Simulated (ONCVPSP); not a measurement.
## An all-electron radial function and its pseudo partner (Zn)

Columns: radius, all-electron u(r) and pseudo u(r) of the 3s shell (level -133.55 eV) of zinc in the configuration [Ne] 3s2 3p6 3d10 4s1.5; PBEsol, scalar-relativistic, ONCV scheme, ONCVPSP 4.0.1.

```
r (bohr)  all-electron  pseudo
   0.060        0.0750  0.1466
   0.120       -0.6140  0.2982
   0.180       -0.6775  0.4573
   0.240       -0.3087  0.6224
   0.300        0.1957  0.7876
   0.360        0.6572  0.9433
   0.420        1.0036  1.0783
   0.480        1.2219  1.1816
   0.540        1.3294  1.2459
   0.600        1.3518  1.2681
   0.660        1.3137  1.2494
   0.720        1.2373  1.1960
   0.780        1.1387  1.1163
   0.840        1.0300  1.0200
   0.900        0.9194  0.9159
   0.960        0.8122  0.8112
   1.020        0.7114  0.7112
   1.080        0.6190  0.6188
   1.140        0.5355  0.5354
   1.200        0.4612  0.4611
   1.260        0.3957  0.3956
   1.320        0.3384  0.3383
   1.380        0.2885  0.2884
   1.440        0.2454  0.2454
   1.500        0.2083  0.2082
   1.560        0.1765  0.1765
```

How many radial nodes do the two functions have?

The all-electron 3s function has n − l − 1 = 2; the pseudo-wave has 0, since the states of the same l below it are removed with the core.

At about which radius was the pseudo-wave matched?

1.10 bohr. The columns agree to 0.0005 from 1.02 bohr on; several derivatives are matched, so the curves merge somewhat inside the radius.

Is the pseudo-wave norm-conserving?

Yes: the ONCV scheme keeps the norm inside the radius equal to the all-electron one, which fixes the energy derivative of the logarithmic derivative at the level.
